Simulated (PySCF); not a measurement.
C₄H₇ClSi, SMILES C=C=C(C)[SiH2]Cl. Atoms are numbered in the order given.

```xyz
13

C      3.1338     0.4844     0.0798
C      1.9517    -0.0781    -0.0159
C      0.7514    -0.6093    -0.1221
C      0.4257    -2.0481     0.2330
Si    -0.5905     0.5342    -0.7462
Cl    -2.1379     0.5816     0.6543
H      3.8364     0.4794    -0.7602
H      3.4559     0.9734     1.0053
H      0.0435    -2.5882    -0.6492
H     -0.3634    -2.0777     1.0015
H      1.3112    -2.5772     0.6121
H     -1.1882     0.0265    -2.0086
H     -0.0601     1.9048    -0.9260
```

Geometry: TPSSh-D3(BJ)/def2-SVP. This is a generated structure with no PubChem entry under its InChIKey; it may be hypothetical. Other conformers were not sampled.

All values below come from PBE/def2-TZVP in PySCF.

The molecule is in vacuum.

The total energy comes out as -905.85388 hartree and the highest occupied level comes out as -6.45 eV. The lowest empty level is -1.43 eV and the orbital gap is 5.01 eV. The dipole moment is 1.76 D. The quadrupole, principal values (traceless, Buckingham form, about the centre of nuclear charge) is -3.20, 0.15, 3.05 D·Å and the mean static polarisability is 92.0 bohr³ (13.63 Å³). The polarisability, principal values comes out as 69.6, 79.0, 127.5 bohr³.
